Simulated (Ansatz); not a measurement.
Correlation energies of `OB(O[SiH3])O[SiH3]` by basis set

| atom | x (Å) | y (Å) | z (Å) |
| --- | --- | --- | --- |
| O1 | 0.626 | -1.653 | -1.139 |
| B2 | 0.115 | -0.778 | -0.226 |
| O3 | -0.541 | -1.230 | 0.882 |
| Si4 | -1.232 | -0.350 | 2.101 |
| O5 | 0.264 | 0.562 | -0.434 |
| Si6 | 0.999 | 1.390 | -1.661 |
| H7 | 0.466 | -2.568 | -0.899 |
| H8 | -0.212 | 0.479 | 2.790 |
| H9 | -1.804 | -1.333 | 3.050 |
| H10 | -2.310 | 0.521 | 1.569 |
| H11 | 0.854 | 2.829 | -1.338 |
| H12 | 0.336 | 1.096 | -2.956 |
| H13 | 2.438 | 1.034 | -1.740 |

The species carries charge 0 and has multiplicity 1. The structure was optimised at the PBE0-D4/def2-TZVP level. It is one conformer, not always the lowest. Frozen core, restricted reference, Ansatz 0.2.0. CBS rows extrapolate triple and quadruple zeta; past MP2 they add the triple-zeta difference.

| basis | HF (Eh) | MP2 corr. |
| --- | --- | --- |
| def2-SVP | -831.08818 | -0.82388 |
| def2-TZVPP | -831.61175 | -1.04527 |
| def2-QZVPP | -831.64300 | -1.12831 |

Estimate the CCSD correlation energy and the (T) correction in each basis where they were run (hartree).


| basis | CCSD corr. | (T) |
| --- | --- | --- |
| def2-SVP | -0.87956 | -0.01995 |
| def2-TZVPP | -1.09235 | -0.03773 |
| CBS(def2) | -1.23690 | as TZ |
